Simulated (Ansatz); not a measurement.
Born–Oppenheimer molecular dynamics of ClH9Si4 (14 atoms, charge 0, multiplicity 1). It starts from a relaxed structure.

Theory: Ansatz, RKS r2SCAN/STO-3G.

```
ensemble        : NVT, Nosé–Hoover chain
time step       : 0.5 fs
steps asked     : 150
set temperature : 400 K
thermostat      : time constant 20 fs, chain length 1
seed            : 457934
```

First frame:

```xyz
14
Properties=species:S:1:pos:R:3
Si 0.009 -0.058 -0.090
Cl 0.050 -0.302 2.037
Si 2.169 0.062 -0.763
H 2.891 -1.139 -0.411
H 2.210 0.209 -2.202
H 2.837 1.200 -0.173
Si -1.123 1.863 -0.495
H -2.480 1.779 -0.007
H -0.471 2.994 0.125
H -1.168 2.093 -1.923
Si -1.053 -1.876 -0.925
H -2.398 -1.976 -0.404
H -1.131 -1.757 -2.365
H -0.335 -3.090 -0.608
```

**Question.** What does the run give?

**Answer.** All steps were run.

```yaml
steps_done: 150
time_covered: 75 fs
mean_temperature_over_the_second_half: 570 K
spread_of_the_potential_energy_over_the_second_half: 11.6 meV per atom
mean_potential_energy_of_the_second_half_above_the_start: 45.8 meV per atom
```

The conserved energy stayed within 0.39 meV per atom of its start (net change 0.083 meV per atom), so the integration is sound. The mean temperature of the second half is 42 % above the set value. A run of 0.075 ps of so small a system gives no equilibrium averages. Limits of this set-up: minimal basis.

**Question.** What happens to the structure?

**Answer.** The same pairs are bonded in the first frame and the last. Pairs count as bonded within 1.25 times the sum of covalent radii (0.12 Å more for H–H). Another seed would give other details.

**Question.** How do temperature and energy run in time?

**Answer.** 
```csv
time (fs),T (K),potential energy less start (eV),conserved less start (meV/atom)
0,400,0.000,0.00
2.5,279,0.190,0.14
5,234,0.263,0.12
7.5,221,0.291,0.05
10,144,0.422,0.21
12.5,287,0.216,0.01
15,249,0.306,0.15
17.5,261,0.314,0.13
20,288,0.312,0.04
22.5,166,0.536,0.26
25,313,0.347,0.05
27.5,327,0.389,0.19
30,425,0.307,0.17
32.5,547,0.215,0.04
35,386,0.552,0.31
37.5,446,0.529,0.10
40,367,0.726,0.28
42.5,468,0.636,0.26
45,719,0.346,0.08
47.5,669,0.519,0.35
50,757,0.447,0.10
52.5,557,0.800,0.33
55,543,0.839,0.33
57.5,753,0.520,0.11
60,690,0.604,0.35
62.5,734,0.488,0.09
65,475,0.832,0.29
67.5,376,0.944,0.31
70,490,0.717,0.12
72.5,446,0.733,0.32
75,590,0.442,0.08
```

The run took 15 min on 1 thread of Arm Neoverse V2 (shared host), peak memory 0.14 GiB.
